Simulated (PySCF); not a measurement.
C₄H₁₄OSi₂, charge -1, doublet, geometry from GFN2-xTB (a state made from the parent by changing its charge; the spin is typed, not shown lowest) (in this run its highest filled SCF level lies above zero, so its values depend strongly on the basis, on diffuse functions most of all), with bond 9-1 at 1.3 times its length; HF/STO-3G (PySCF).

Input for PySCF:
```python
from pyscf import gto, scf

mol = gto.Mole()
mol.atom = '''
    C     2.021322    1.631459    0.210560
    Si    2.051654   -0.217479    0.681373
    C     2.056062   -1.459717   -0.767550
    O    -0.140466   -0.216250    0.579332
    Si   -1.640436   -0.025141    0.239500
    C    -2.094529    1.696514   -0.477415
    C    -2.331413   -1.277475   -1.039791
    H     1.028157    1.931244   -0.110459
    H     2.363692    2.418879    1.333858
    H     2.725482    1.872596   -0.583665
    H     1.730703   -0.652974    2.041523
    H     2.366250   -2.440879   -0.415203
    H     2.738051   -1.168713   -1.564388
    H     1.060692   -1.561524   -1.190020
    H    -2.529988   -0.177212    1.434155
    H    -1.585168    1.884515   -1.420806
    H    -3.162819    1.808904   -0.654474
    H    -1.793293    2.482077    0.212640
    H    -2.172065   -2.295935   -0.692366
    H    -1.833344   -1.184612   -2.002976
    H    -3.399321   -1.152654   -1.210297
'''
mol.basis = 'sto-3g'
mol.charge = -1
mol.spin = 1
mol.verbose = 4
mol.build()

mf = scf.UHF(mol)
mf.diis_space = 2
mf.kernel()
mf.analyze()
```

Task: Write the output that PySCF gives for this input, abridged.

Result: 
```
PySCF version 2.14.0

[INPUT] verbose = 4
[INPUT] num. atoms = 21
[INPUT] num. electrons = 75
[INPUT] charge = -1
[INPUT] spin (= nelec alpha-beta = 2S) = 1
[INPUT] symmetry False subgroup None
[INPUT] Mole.unit = angstrom
[INPUT] Symbol           X                Y                Z      unit          X                Y                Z       unit  Magmom
[...]
nuclear repulsion = 457.197893652185
number of shells = 39
number of NR pGTOs = 171
number of NR cGTOs = 57
basis = sto-3g
ecp = {}

******** <class 'pyscf.scf.uhf.UHF'> ********
method = UHF
initial guess = minao
damping factor = 0
level_shift factor = 0
DIIS = <class 'pyscf.scf.diis.CDIIS'>
diis_start_cycle = 1
diis_space = 2
diis_damp = 0
SCF conv_tol = 1e-09
SCF conv_tol_grad = None
SCF max_cycles = 50
direct_scf = True
direct_scf_tol = 1e-13
number electrons alpha = 38  beta = 37
Set gradient conv threshold to 3.16228e-05
init E= -802.522888806737

cycle= 1 E= -802.350525717322  delta_E= 0.172  |g|= 0.475  |ddm|=  3.7
cycle= 2 E= -802.515748867873  delta_E= -0.165  |g|= 0.257  |ddm|= 1.25
cycle= 3 E= -802.560159588411  delta_E= -0.0444  |g|= 0.0427  |ddm|= 0.456
cycle= 4 E= -802.562013889201  delta_E= -0.00185  |g|= 0.0133  |ddm|= 0.0826
cycle= 5 E= -802.562284107703  delta_E= -0.00027  |g|= 0.00547  |ddm|= 0.0381
cycle= 6 E= -802.562325796794  delta_E= -4.17e-05  |g|= 0.00223  |ddm|= 0.0174
cycle= 7 E= -802.562331129048  delta_E= -5.33e-06  |g|= 0.00115  |ddm|= 0.00494
cycle= 8 E= -802.562333002154  delta_E= -1.87e-06  |g|= 0.00065  |ddm|= 0.00285
cycle= 9 E= -802.562333950073  delta_E= -9.48e-07  |g|= 0.000432  |ddm|= 0.00223
cycle= 10 E= -802.562334458687  delta_E= -5.09e-07  |g|= 0.000304  |ddm|= 0.00175
cycle= 11 E= -802.562334650015  delta_E= -1.91e-07  |g|= 0.000243  |ddm|= 0.000726
cycle= 12 E= -802.562334784403  delta_E= -1.34e-07  |g|= 0.000201  |ddm|= 0.000602
cycle= 13 E= -802.562334907732  delta_E= -1.23e-07  |g|= 0.000157  |ddm|= 0.000651
cycle= 14 E= -802.562334998687  delta_E= -9.1e-08  |g|= 0.000116  |ddm|= 0.000642
cycle= 15 E= -802.562335039665  delta_E= -4.1e-08  |g|= 8.8e-05  |ddm|= 0.000381
cycle= 16 E= -802.562335057666  delta_E= -1.8e-08  |g|= 7.2e-05  |ddm|= 0.000214
cycle= 17 E= -802.562335069885  delta_E= -1.22e-08  |g|= 5.96e-05  |ddm|= 0.000168
cycle= 18 E= -802.562335081014  delta_E= -1.11e-08  |g|= 4.71e-05  |ddm|= 0.000189
cycle= 19 E= -802.562335089257  delta_E= -8.24e-09  |g|= 3.46e-05  |ddm|= 0.000185
cycle= 20 E= -802.562335093037  delta_E= -3.78e-09  |g|= 2.64e-05  |ddm|= 0.000117
cycle= 21 E= -802.562335094649  delta_E= -1.61e-09  |g|= 2.15e-05  |ddm|= 6.27e-05
cycle= 22 E= -802.562335095741  delta_E= -1.09e-09  |g|= 1.78e-05  |ddm|= 5.07e-05
cycle= 23 E= -802.562335096717  delta_E= -9.76e-10  |g|= 1.41e-05  |ddm|= 5.51e-05
Extra cycle  E= -802.562335097111  delta_E= -3.94e-10  |g|= 1.2e-05  |ddm|= 2.73e-05
converged SCF energy = -802.562335097111  <S^2> = 0.75128017  2S+1 = 2.0012798
**** SCF Summaries ****
Total Energy =                        -802.562335097111145
Nuclear Repulsion Energy =             457.197893652184746
One-electron Energy =                -2038.905916790811261
Two-electron Energy =                  779.145688041515427
Two-electron Coulomb Energy =          854.823826635527553
DFT Exchange-Correlation Energy =      -75.678138594012125
**** MO energy ****
                             alpha | beta                alpha | beta
[...]
To work with the spin densities directly, `use mulliken_meta_spin()` only printing them here.

 ** Mulliken spin pop alpha/beta on meta-lowdin orthogonal AOs **
 ** Mulliken Spin Density (per AO)  **
spin_pop of  0 C 1s        0.00000
spin_pop of  0 C 2s        0.01192
spin_pop of  0 C 2px      -0.00334
spin_pop of  0 C 2py       0.02701
spin_pop of  0 C 2pz       0.00776
spin_pop of  1 Si 1s        0.00000
spin_pop of  1 Si 2s       -0.00001
spin_pop of  1 Si 3s        0.12930
spin_pop of  1 Si 2px       0.00021
spin_pop of  1 Si 2py      -0.00004
spin_pop of  1 Si 2pz      -0.00004
spin_pop of  1 Si 3px       0.65784
spin_pop of  1 Si 3py       0.00059
spin_pop of  1 Si 3pz       0.00320
spin_pop of  2 C 1s        0.00000
spin_pop of  2 C 2s        0.01060
spin_pop of  2 C 2px      -0.00383
spin_pop of  2 C 2py       0.01371
spin_pop of  2 C 2pz       0.01421
spin_pop of  3 O 1s        0.00000
spin_pop of  3 O 2s        0.02316
spin_pop of  3 O 2px       0.01283
spin_pop of  3 O 2py       0.00159
spin_pop of  3 O 2pz       0.00128
spin_pop of  4 Si 1s        0.00000
spin_pop of  4 Si 2s        0.00000
spin_pop of  4 Si 3s        0.00841
spin_pop of  4 Si 2px       0.00001
spin_pop of  4 Si 2py      -0.00000
spin_pop of  4 Si 2pz      -0.00000
spin_pop of  4 Si 3px       0.01358
spin_pop of  4 Si 3py       0.00086
spin_pop of  4 Si 3pz       0.00091
spin_pop of  5 C 1s        0.00000
spin_pop of  5 C 2s       -0.00043
spin_pop of  5 C 2px      -0.00027
spin_pop of  5 C 2py      -0.00075
spin_pop of  5 C 2pz      -0.00021
spin_pop of  6 C 1s        0.00000
spin_pop of  6 C 2s       -0.00010
spin_pop of  6 C 2px      -0.00026
spin_pop of  6 C 2py       0.00001
spin_pop of  6 C 2pz       0.00008
spin_pop of  7 H 1s        0.01518
spin_pop of  8 H 1s       -0.01167
spin_pop of  9 H 1s       -0.00223
spin_pop of  10 H 1s        0.05508
spin_pop of  11 H 1s       -0.00253
spin_pop of  12 H 1s       -0.00182
spin_pop of  13 H 1s        0.01522
spin_pop of  14 H 1s        0.00200
spin_pop of  15 H 1s        0.00009
spin_pop of  16 H 1s        0.00032
spin_pop of  17 H 1s        0.00012
spin_pop of  18 H 1s        0.00005
spin_pop of  19 H 1s       -0.00001
spin_pop of  20 H 1s        0.00040
 ** Mulliken Spin Density (per atom)  **
spin density of  0 C =      0.04335
spin density of  1 Si =      0.79105
spin density of  2 C =      0.03469
spin density of  3 O =      0.03887
spin density of  4 Si =      0.02377
spin density of  5 C =     -0.00166
spin density of  6 C =     -0.00027
spin density of  7 H =      0.01518
spin density of  8 H =     -0.01167
spin density of  9 H =     -0.00223
spin density of  10 H =      0.05508
spin density of  11 H =     -0.00253
spin density of  12 H =     -0.00182
spin density of  13 H =      0.01522
spin density of  14 H =      0.00200
spin density of  15 H =      0.00009
spin density of  16 H =      0.00032
spin density of  17 H =      0.00012
spin density of  18 H =      0.00005
spin density of  19 H =     -0.00001
spin density of  20 H =      0.00040
 ** Mulliken pop alpha/beta on meta-lowdin orthogonal AOs **
 ** Mulliken pop       alpha | beta **
In total            38.00000 | 37.00000
 ** Mulliken atomic charges   ( Nelec_alpha | Nelec_beta ) **
charge of  0C =     -0.20845  (     3.12590      3.08255 )
charge of  1Si =      0.50397  (     7.14354      6.35249 )
charge of  2C =     -0.26670  (     3.15070      3.11600 )
charge of  3O =     -0.66030  (     4.34958      4.31072 )
charge of  4Si =      0.75358  (     6.63509      6.61133 )
charge of  5C =     -0.30384  (     3.15109      3.15275 )
charge of  6C =     -0.30343  (     3.15158      3.15185 )
charge of  7H =      0.01700  (     0.49909      0.48391 )
charge of  8H =     -0.06650  (     0.52742      0.53908 )
charge of  9H =     -0.00702  (     0.50239      0.50462 )
charge of  10H =     -0.19477  (     0.62493      0.56985 )
charge of  11H =     -0.00284  (     0.50015      0.50269 )
charge of  12H =     -0.00592  (     0.50205      0.50387 )
charge of  13H =      0.01824  (     0.49849      0.48327 )
charge of  14H =     -0.25208  (     0.62704      0.62504 )
charge of  15H =     -0.00160  (     0.50085      0.50076 )
charge of  16H =     -0.00832  (     0.50432      0.50400 )
charge of  17H =     -0.00044  (     0.50028      0.50016 )
charge of  18H =     -0.00111  (     0.50058      0.50053 )
charge of  19H =     -0.00132  (     0.50066      0.50067 )
charge of  20H =     -0.00815  (     0.50428      0.50387 )

WARN: System has nonzero charge -1; the dipole moment is origin-dependent.
Location of origin: [0. 0. 0.]

Dipole moment(X, Y, Z, Debye):  0.50265,  0.15950, -1.60712
```
